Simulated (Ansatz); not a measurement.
Consider the formal exchange of groups at the Al–I bond: `[AlH2][I]` + `O=CO[SiH3]` → `O=[C]([AlH2])O[SiH3]` + HI.

Program: Ansatz. Geometries: PBE0-D4/def2-TZVP. ΔE: electronic, gas phase. CBS: MP2 limit from def2 TZ/QZ plus the TZ coupled-cluster correction, frozen cores. DFT in def2-TZVPP. B3LYP here is the variant with VWN-RPA as its local correlation; programs differ in this. def2 core potentials past Kr. For I outer-core shells are correlated without core-valence functions, which leaves a few kJ/mol of doubt a bond. One conformer a species, not always the lowest.

Task: Is it downhill or uphill in electronic energy at CCSD(T)/CBS, and by how much? (An estimate is asked.)

Result: The calculation gave: Uphill: ΔE = +40.0 kcal/mol.

Task: What do these levels give: B3LYP-D4, ωB97X-V, PBE, PBE0, HF/def2-TZVPP, MP2/def2-TZVPP, SCS-MP2/def2-TZVPP, CCSD/def2-TZVPP, CCSD(T)/def2-TZVPP, MP2/def2-QZVPP, MP2/CBS(def2), CCSD/CBS(def2)? (Best estimate.)

Result: Computed: B3LYP-D4 38.1, ωB97X-V 39.1, PBE 38.3, PBE0 40.8, HF/def2-TZVPP 44.6, MP2/def2-TZVPP 41.1, SCS-MP2/def2-TZVPP 40.2, CCSD/def2-TZVPP 39.5, CCSD(T)/def2-TZVPP 38.8, MP2/def2-QZVPP 41.8, MP2/CBS(def2) 42.3, CCSD/CBS(def2) 40.8 kcal/mol.

Largest T1 diagnostic among the species: 0.016.

In def2-TZVPP, CCSD(T) changes the Hartree–Fock value by −5.8 kcal/mol (the triples alone add −0.7 kcal/mol) and MP2 by −3.5 kcal/mol. From PBE to PBE0 (25 % exact exchange), in def2-TZVPP and without D4, ΔE moves by +2.5 kcal/mol.
